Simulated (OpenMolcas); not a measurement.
## Ne3+: from CASSCF to CASPT2

```yaml
Program: OpenMolcas 26.06
Basis: ANO-RCC-VQZP [5s4p3d2f1g]
Scalar_Hamiltonian: DKH2, point nucleus
Active_space: 5 electrons in 4 orbitals (2s 2p)
State_averaging: 2S+1 = 4 odd, 1 root; 2S+1 = 2 odd, 8 roots; 2S+1 = 4 even, 3 roots; 2S+1 = 2 even, 6 roots
Spin-orbit_coupling: state interaction with AMFI integrals over the reference wave functions, term energies averaged over their components
```

Methods on the same reference wave functions:
A. CASSCF
B. SS-CASPT2, IPEA 0.25 Eh, imaginary shift 0.1 Eh (closed shells correlated: 1s)

Energies in cm⁻¹ above 2s² 2p³ ⁴S°_3/2, the measured ground level; measured values from Moore, Atomic Energy Levels, vol. I, NSRDS-NBS 35 (1971 reprint of NBS Circular 467, 1949).

```json
{"Level": "2s² 2p³ ⁴S°_3/2", "A": "0.0", "B": "0.0", "Measured": "0.0"}
{"Level": "2s² 2p³ ²D°_3/2", "A": "45067", "B": "41740", "Measured": ""}
{"Level": "2s² 2p³ ²D°_5/2", "A": "45098", "B": "41770", "Measured": ""}
{"Level": "2s² 2p³ ²P°_1/2", "A": "62636", "B": "62730", "Measured": ""}
{"Level": "2s² 2p³ ²P°_3/2", "A": "62648", "B": "62740", "Measured": ""}
{"Level": "2s 2p⁴ ⁴P_5/2", "A": "184602", "B": "184210", "Measured": "183860"}
{"Level": "2s 2p⁴ ⁴P_3/2", "A": "185159", "B": "184770", "Measured": "184477"}
{"Level": "2s 2p⁴ ⁴P_1/2", "A": "185487", "B": "185090", "Measured": "184799"}
{"Level": "2s 2p⁴ ²D_3/2", "A": "266376", "B": "255380", "Measured": ""}
{"Level": "2s 2p⁴ ²D_5/2", "A": "266378", "B": "255380", "Measured": ""}
```

Deviations, from unrounded energies. A percentage is the sum of absolute deviations over the sum of measured energies, with the sign that they share, or ± where signs differ.

| Against measurement | Levels | A | B |
| --- | --- | --- | --- |
| mean absolute deviation (cm-1) | 3 | 700 | 310 |
| other configurations (%) | 3 | +0.4 | +0.2 |

B lies closest to measurement on these levels. The largest miss of B in the table is 2s 2p⁴ ⁴P_5/2, by +350 cm-1. The ranking rests on the paired levels alone, and a cruder setting can come out closer through cancelling errors.

From A to B the spin-free energies of the other terms of 2s² 2p³ shown, above ⁴S°, scale by factors of 0.93 to 1.00.

The lowest spin-free term lies below A's lowest term by 0.143 hartree in B.

CASPT2 breaks the degeneracy within a term, and the mean is taken; among the terms shown or strongly mixed into the levels shown the widest spread is 120 cm-1 (2s 2p⁴ ²D, B). Measured partners are found by configuration, term and J. A level has none where our copy of the source lacks it or the pairing is in doubt (some pairs that miss far off the trend of their configuration count as doubtful), and it then counts in no deviation. Levels of configurations outside the active space are missing. Levels that lie high or do not pair safely by name in every column are left out.

° marks odd parity.
